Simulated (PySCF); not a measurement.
Stepwise substitution at one centre (Al NH2-SiH3). All species are isolated molecules in the gas phase. Strings in code marks are SMILES.

Level of theory: PBE-D3(BJ)/def2-TZVP // B3LYP-D3(BJ)/def2-TZVP run with PySCF 2.14.0. Excitations are Tamm–Dancoff values on a coarser integration grid. The basis has no diffuse functions, so Rydberg states are missing or too high.

| species | LUMO (eV) | dipole moment (D) | S1 excitation (TDA) (eV) | HOMO–LUMO gap (eV) | S1 oscillator strength |
|---|---|---|---|---|---|
| 0 of 3 NH2 replaced by SiH3 (`[NH2][Al]([NH2])[NH2]`) | -0.50 | 0.00 | 4.87 | 4.78 | 0.004 |
| 1 of 3 NH2 replaced by SiH3 (`[NH2][Al]([NH2])[SiH3]`) | -1.09 | 1.82 | 5.05 | 4.51 | 0.048 |
| 2 of 3 NH2 replaced by SiH3 | -2.18 | 1.79 | 4.14 | 3.90 | 0.000 |
| 3 of 3 NH2 replaced by SiH3 (`[Al]([SiH3])([SiH3])[SiH3]`) | -3.36 | 0.10 | 3.13 | 2.95 | 0.000 |
